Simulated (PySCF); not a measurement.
Molecule: C6H11 (charge 0, doublet). It need not be the lowest isomer of its formula. SMILES: C/C=[C]\CCC
Coordinates optimised at B3LYP-D3(BJ)/def2-TZVP (Ansatz):
```xyz
17

C      2.8421     0.3378     0.5537
C      1.5145     0.7355    -0.0823
C      0.5659    -0.4602    -0.2540
C     -0.7181    -0.1094    -0.8710
C     -1.9969    -0.0527    -0.6028
C     -2.6385    -0.4387     0.7114
H      3.5010     1.2003     0.6666
H      2.6909    -0.0975     1.5445
H      3.3648    -0.4030    -0.0563
H      1.0176     1.4945     0.5273
H      1.6883     1.1911    -1.0602
H      0.3833    -0.9191     0.7314
H      1.0651    -1.2299    -0.8534
H     -2.6828     0.2972    -1.3733
H     -1.8997    -0.7784     1.4369
H     -3.1748     0.4111     1.1420
H     -3.3672    -1.2403     0.5642
```
Charge 0, spin multiplicity 2.

Dispersion corrections to the total energy (kcal/mol) from the dftd3 and dftd4 libraries through PySCF: D3(BJ) without and D4 with the three-body term, each with the damping fitted for the functional named.

```json
[
 {"functional": "BHLYP", "D3(BJ)": "-9.79", "D4": "[?]"},
 {"functional": "B3LYP", "D3(BJ)": "-12.96", "D4": "-11.27"},
 {"functional": "TPSSh", "D3(BJ)": "-8.83", "D4": "[?]"},
 {"functional": "B2PLYP", "D3(BJ)": "-5.82", "D4": "-5.01"},
 {"functional": "CAM-B3LYP", "D3(BJ)": "-5.78", "D4": "-6.00"},
 {"functional": "TPSS", "D3(BJ)": "-9.67", "D4": "-9.64"},
 {"functional": "PW6B95", "D3(BJ)": "[?]", "D4": "-6.09"}
]
```

Task: Some entries are withheld; supply them.

Result: 
- BHLYP, D4: -7.75
- TPSSh, D4: -8.80
- PW6B95, D3(BJ): -3.62
